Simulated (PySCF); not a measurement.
A GIAO shielding run with PySCF 2.14 (density fitting, non-relativistic, gas phase) on `CC[C@H](OC(=O)OC)[SiH2]Cl`, C5H11ClO3Si:

```
$ OMP_NUM_THREADS=1 python probes_run.py task.json out

{"job": {"kind": "nmr", "xc": "PBE0", "basis": "pcSseg-1"}, "charge": 0, "multiplicity": 1}
C     -1.997494     0.884151    -1.700804
C     -2.003399    -0.328511    -0.777241
C     -0.939987    -0.221202     0.310803
O      0.345500    -0.241287    -0.348239
C      1.337832     0.341999     0.298923
O      1.269159     0.846038     1.387438
O      2.441008     0.283092    -0.451660
C      3.601203     0.868061     0.123328
Si    -0.981964    -1.637294     1.609935
Cl    -0.780237    -3.374364     0.631553
H     -2.743793     0.770006    -2.482933
H     -2.217082     1.791997    -1.142281
H     -1.021224     0.992051    -2.166481
H     -1.816869    -1.232046    -1.359482
H     -2.978256    -0.425825    -0.295745
H     -1.034633     0.744808     0.819658
H      3.423797     1.919850     0.356261
H      3.877284     0.345177     1.041043
H      4.384465     0.767784    -0.623227
H     -2.288102    -1.580454     2.263739
H      0.113872    -1.497088     2.556764
```

Hardware: 1 thread of an AMD EPYC, shared host. The job also computes population analyses, field gradients.

(1) How large is the calculation?

(2) How long does it take, and how much memory does it need?

## Answers

(1) 96 electrons, 239 basis functions and 1286 auxiliary functions.

(2) 2.8 min of wall time, with 14 SCF cycles and 5 response iterations; peak memory 1.1 GiB. Times on a shared host scatter by some tens of per cent.
